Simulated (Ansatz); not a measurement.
`C[CH2][SnH2][F]` + HCl → `[F][SnH2][CH2]Cl` + CH₄  (substitution at a C–C bond)

Computed with Ansatz on PBE0-D4/def2-TZVP structures; ΔE is electronic, products minus reactants. CBS: MP2 limit from def2 TZ/QZ plus the TZ coupled-cluster correction, frozen cores. This one scheme is used for every species. Functionals use def2-TZVPP. Elements past krypton have def2 core potentials. For Sn outer-core shells are correlated without core-valence functions, which leaves a few kJ/mol of doubt a bond. One conformer a species, not always the lowest.

`C[CH2][SnH2][F]`:

Cartesian coordinates in Å:
```
C -0.353 -0.199 -1.434
C 0.154 -0.817 -0.139
Sn 0.144 0.574 1.482
F 1.177 2.058 0.794
H -1.393 0.125 -1.349
H -0.302 -0.917 -2.258
H 0.240 0.673 -1.719
H -0.447 -1.681 0.156
H 1.184 -1.167 -0.242
H -1.385 1.258 1.819
H 0.980 0.094 2.891
```

HCl:

Cartesian coordinates in Å:
```
Cl 0.081 -0.449 0.448
H -0.081 0.449 -0.448
```

`[F][SnH2][CH2]Cl`:

Cartesian coordinates in Å:
```
F 0.828 1.935 -1.162
Sn 0.954 0.352 -0.064
C -1.063 -0.366 0.054
Cl -1.062 -1.842 1.055
H 1.974 -0.709 -0.915
H 1.542 0.889 1.438
H -1.453 -0.622 -0.929
H -1.719 0.364 0.524
```

CH₄:

Cartesian coordinates in Å:
```
C 0.000 0.000 0.000
H 0.997 -0.303 -0.318
H -0.745 -0.610 -0.511
H -0.158 1.049 -0.248
H -0.095 -0.137 1.077
```

(1) Is it downhill or uphill in electronic energy at CCSD(T)/CBS, and by how much? (Best estimate.)

(2) What do these levels give: r2SCANh-D4, BHLYP-D4, PBE-QIDH, PBE0, CCSD(T)/def2-SVP, MP2/def2-QZVPP? (Estimate.)

Largest T1 diagnostic among the species: 0.012.

Answers

(1) Computed: Uphill: ΔE = +0.22 eV.

(2) The calculation gave: r2SCANh-D4 0.19, BHLYP-D4 0.19, PBE-QIDH 0.23, PBE0 0.20, CCSD(T)/def2-SVP 0.33, MP2/def2-QZVPP 0.23 eV.

From BLYP to BHLYP (50 % exact exchange), in def2-TZVPP and without D4, ΔE moves by +0.08 eV. Leaving LDA and LC-ωPBE aside and taking each functional with its dispersion term where it has one, the values, not all of them listed here, spread over 0.10 eV, from BLYP-D4 to PBE-QIDH. LDA lies +0.09 eV from PBE without D4. In def2-TZVPP, CCSD(T) changes the Hartree–Fock value by +0.07 eV (the triples alone add −0.01 eV) and MP2 by +0.07 eV.
